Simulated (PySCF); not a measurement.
Atom-mapped SMILES (the numbers label the heavy atoms): `[O:1]=[C:2]1[CH2:3][CH2:4][C:5]([CH:6]([F:7])[F:8])=[C:9]1[O:10][C:11]([F:12])([F:13])[F:14]`. Hydrogens are named by the atom that carries them.

- geometry from PBE0-D3(BJ)/def2-SVP
- NMR shieldings at PBE0/pcSseg-1/GIAO
- program: PySCF 2.14
- rapidly exchanging positions averaged, non-relativistic Hamiltonian, single conformer, no solvent model

Scale: TMS for 13C (σ = 184.41 ppm) (reference shieldings calculated alike).

Do the 13C shifts follow the atomic charges (in e)? Tabulate both.

## Answers


```
atoms  hybridisation  δ (ppm)  σ para (ppm)  Hirshfeld    IAO  Mulliken  ESP-fitted
   C2            sp2    198.1          -264      +0.14  +0.35     +0.26       +0.62
   C5            sp2    152.7          -235      -0.01  -0.03     -0.46       -0.14
   C9            sp2    151.7          -225      +0.05  +0.12     +0.26       +0.08
  C11            sp3    126.1          -180      +0.32  +0.96     +0.96       +0.62
   C6            sp3    111.5          -166      +0.15  +0.44     +0.66       +0.33
   C3            sp3     34.7          -105      -0.07  -0.31     -0.22       -0.56
   C4            sp3     19.7           -81      -0.07  -0.26     -0.09       +0.05
```

Correlation coefficients of δ with charge over these carbons: Hirshfeld +0.53, IAO +0.54, Mulliken +0.26, ESP-fitted +0.58; with the paramagnetic shielding -0.99. Among the 4 sp3 carbons alone: Hirshfeld +0.96, IAO +0.96, Mulliken +0.97, ESP-fitted +0.80. With so few points, grouped by hybridisation, these coefficients are fragile. Charge is one influence among several: hybridisation and low-lying excitations act through the paramagnetic term.

Shifts are as computed. Against solution values, carbons near 30 ppm lie about +2 ppm off and those near 130 ppm about +5 ppm (rms about the fit 1.9 ppm; single classes can miss by 10 ppm). Of 1328 compounds with measured shifts, 309 miss one by over three times the rms of a fit or turn the order of signals round; such compounds aren't used in these exercises. Signals without a measured value on file couldn't be tested in this way; 1H shifts scatter by 0.2 ppm about their fit, and single ones miss by 0.5 ppm.
